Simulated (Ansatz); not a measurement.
Start from `CC(S)=[Se]` and change one atom or group to get `SC=[Se]`.

Ansatz, PBE0-D4/def2-TZVP geometries, multiplicity 1. Each molecule was computed in one conformer, which needn't be the lowest.

Scalar relativity is left out up to krypton.

```
                             property  `CC(S)=[Se]`
    HOMO energy (PBE/def2-TZVPP) / eV         -5.09
  HOMO–LUMO gap (PBE/def2-TZVPP) / eV          2.05
   LUMO energy (PBE0/def2-TZVPP) / eV         -2.27
   HOMO energy (PBE0/def2-TZVPP) / eV         -6.22
  HOMO energy (B3LYP/def2-TZVPP) / eV         -5.98
LUMO energy (ωB97M-V/def2-TZVPP) / eV         -0.26
```

Give the same properties after the change, and the shifts. (An estimate is asked.)

Computed: 
| property | `SC=[Se]` | shift |
| --- | --- | --- |
| HOMO energy (PBE/def2-TZVPP) / eV | -5.26 | -0.17 |
| HOMO–LUMO gap (PBE/def2-TZVPP) / eV | 1.98 | -0.07 |
| LUMO energy (PBE0/def2-TZVPP) / eV | -2.50 | -0.23 |
| HOMO energy (PBE0/def2-TZVPP) / eV | -6.40 | -0.18 |
| HOMO energy (B3LYP/def2-TZVPP) / eV | -6.15 | -0.17 |
| LUMO energy (ωB97M-V/def2-TZVPP) / eV | -0.47 | -0.21 |

With PBE0 the HOMO falls by 0.18 eV and the LUMO falls by 0.23 eV, so the gap narrows by about 0.05 eV. PBE moves the HOMO by -0.17 eV and ωB97M-V by -0.16 eV.

B3LYP here is the variant with VWN-RPA as its local correlation; programs differ in this.

Spin–orbit coupling is left out; it splits and shifts lone-pair levels of the heavy atoms by tenths of an eV.
